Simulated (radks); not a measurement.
The numbers below are computed, except where a source is named.
Effect of the nuclear size on neutral iron, [Ar] 3d6 4s2. Code: a radial shooting solver on a logarithmic mesh with Libxc functionals. Model: Dirac Kohn-Sham, exchange-only LDA, spin-unpolarised, spherical densities, finite nucleus; open shells fill j = l - 1/2 first; Fermi nuclear charge, rms radius 3.7377 fm. The rms radius is varied about that value; shifts are against it.

| rms radius (fm) | total energy shift (eV) | density at nucleus (e/bohr^3) | 1s1/2 shift (meV) | 2s1/2 shift (meV) | 2p1/2 shift (meV) | 3s1/2 shift (meV) |
|---|---|---|---|---|---|---|
| 3.1883 | -0.0301 | 1.511e+04 | -12.8 | -1.15 | 0.122 | -0.161 |
| 3.6181 | -0.00693 | 1.503e+04 | -2.94 | -0.264 | 0.028 | -0.037 |
| 3.7377 | 0 | 1.501e+04 | 0.000 | 0.000 | 0.000 | 0.000 |
| 4.0816 | 0.0211 | 1.496e+04 | 8.97 | 0.806 | -0.086 | 0.113 |
| 4.332 | 0.0376 | 1.492e+04 | 16.0 | 1.43 | -0.153 | 0.202 |

Slopes of the eigenvalues against <r^2> in GHz/fm^2, as finite differences over the two radii next to the reference (eigenvalue slopes, not the field-shift constants of lines): 1s1/2 807, 2s1/2 72.5, 2p1/2 -7.74, 3s1/2 10.2.
